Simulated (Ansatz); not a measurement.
Harmonic frequencies (cm⁻¹) at PBE0-D4/def2-TZVP from Ansatz: 104, 154, 238, 250, 385, 464, 797, 919, 3888.

Each molecule was computed in one conformer, which needn't be the lowest.

**Question.** Which molecule is it?
A. `[NH2][GaH]`•
B. `O[Si](Br)Br`•
C. `[OH][GeH2]`•
D. `[F][Ge]([SH])[Cl]`•

**Answer.** B.
